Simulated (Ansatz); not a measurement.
Ideal-gas functions of C2H4GeN, SMILES `[CH3][GeH][C]#N` radical at 298.15 K and 1 bar, from an Ansatz frequency run at PBE0-D4/def2-TZVP.

Molar mass 114.67 g/mol, point group C1 (symmetry number 1), electronic degeneracy 2, moments of inertia 44.095, 169.027, 207.143 u Å². Harmonic wavenumbers (cm⁻¹, unscaled): 108, 119, 259, 330, 464, 500, 604, 676, 801, 856, 1254, 1442, 1449, 2127, 2291, 3065, 3158, 3177.

Use S(trans) = R[1.5 ln M + 2.5 ln T − 1.1517]; rotational temperatures θ = 24.2544 K / I; S(rot) = R[ln(√π/σ · √(T³/θAθBθC)) + 1.5]; for each mode x = 1.438777 ν̃/T, S = R[x/(eˣ − 1) − ln(1 − e⁻ˣ)] and H = RT x/(eˣ − 1); 1 cm⁻¹ = 0.0119627 kJ/mol; R = 8.31446 J/(mol·K).

**Question.** By hand: the entropy, in J/(mol·K).

**Answer.** Translation 168.0. Rotation: θ = 0.55, 0.1435, 0.1171 K, giving 107.8. Vibration, mode by mode: 13.83, 13.04, 6.98, 5.27, 3.16, 2.75, 1.85, 1.41, 0.86, 0.70, 0.14, 0.06, 0.06, 0.00, 0.00, 0.00, 0.00, 0.00, in all 50.1. Electronic 5.8. Sum 331.7 J/(mol·K).

**Question.** By hand: H − E and G − E in kJ/mol, counted from the electronic energy.

**Answer.** Zero-point energy ½ × 22680 × 0.0119627 = 135.7; thermal vibration 8.4; translation, rotation and pV give 4 RT = 9.9. H − E = 154.0 kJ/mol, and G − E = 154.0 − 298.15 × 331.7/1000 = 55.1 kJ/mol.

Vibration gives 15 % of the entropy, 26.9 J/(mol·K) of it from the modes under 150 cm⁻¹: soft modes count most, and the harmonic formula is weakest for them. The sum counts one conformer and one mirror image; others add a mixing term.
